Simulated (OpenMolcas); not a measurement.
# What dynamic correlation does to the levels of Bi

| Property | Result |
| --- | --- |
| Program | OpenMolcas 26.06 |
| Basis | ANO-RCC-VTZP [8s7p5d3f2g] |
| Scalar Hamiltonian | DKH2, point nucleus |
| Active space | 5 electrons in 9 orbitals (RAS2 6s 6p; RAS3 6d, at most 2 electrons) |
| State averaging | 2S+1 = 4 odd, 1 root; 2S+1 = 2 odd, 8 roots |
| Spin-orbit coupling | RASSI with atomic mean-field integrals over the reference wave functions, term energies averaged over their components |

Methods on the same reference wave functions:
A. RASSCF
B. SS-RASPT2, IPEA 0.25 Eh, imaginary shift 0.1 Eh (closed shells correlated: 5d)
C. XMS-RASPT2, IPEA 0.25 Eh, imaginary shift 0.1 Eh (closed shells correlated: 5d)

Energies in eV above 6s2 6p3 4S* 3/2, the measured ground level; measured values from NIST Handbook of Basic Atomic Spectroscopic Data.

```
                 Level       A       B       C  Measured
6s2 6p3 4S* 3/2 [69 %]  0.0000  0.0000  0.0000    0.0000
6s2 6p3 2D* 3/2 [66 %]  1.4706   1.323   1.321    1.4158
       6s2 6p3 2D* 5/2  2.0099   1.807   1.805    1.9140
       6s2 6p3 2P* 1/2  2.8869   2.671   2.671    2.6856
6s2 6p3 2P* 3/2 [67 %]  3.9275   3.736   3.735    4.1119
```

Deviations, from unrounded energies. A percentage is the sum of absolute deviations over the sum of measured energies, with the sign that they share, or ± where signs differ.

```json
{"Against measurement": "mean absolute deviation (cm-1)", "Levels": "4", "A": "1100", "B": "1200", "C": "1200"}
{"Against measurement": "other terms of the ground configuration (%)", "Levels": "4", "A": "±5.3", "B": "-5.8", "C": "-5.9"}
```

A lies closest to measurement on these levels and C furthest from it. The largest miss of A in the table is 6s2 6p3 2P* 1/2, by +1600 cm-1. The ranking rests on the paired levels alone, and a cruder setting can come out closer through cancelling errors.

Between B and C the level of the table that moves most is 6s2 6p3 2D* 5/2, by 23 cm-1 (lowest in C, highest in B). Moves below CASPT2's spread within the term are not significant.

The mean deviations of B to C differ by less than CASPT2's widest spread within a term (46 cm-1), so their order carries little weight.

From A to B the spin-free energies of the other terms of 6s2 6p3 shown, above 4S*, scale by factors of 0.81 to 0.88.

The lowest spin-free term lies below A's lowest term by 0.442 hartree in B, 0.442 hartree in C.

Term energies are means over components that CASPT2 splits; among the terms shown or strongly mixed into the levels shown the widest spread is 46 cm-1 (6s2 6p3 2D*, C). Active for correlation alone: 6d; no level in the range computed is led by a configuration that fills it, so any true level of that kind is missing. Spin-orbit splittings of 6p shells tend to come out small when the coupling is added on scalar orbitals. Computed and measured levels are paired by configuration, term and J; levels that our copy of the source lacks, or whose pairing is in doubt (as where it misses far off the trend of its configuration), stay unpaired and out of the deviations. Only configurations of the active space appear.

A share in square brackets marks a mixed level and gives the weight of the term that names it, the lowest over the columns. * marks odd parity.
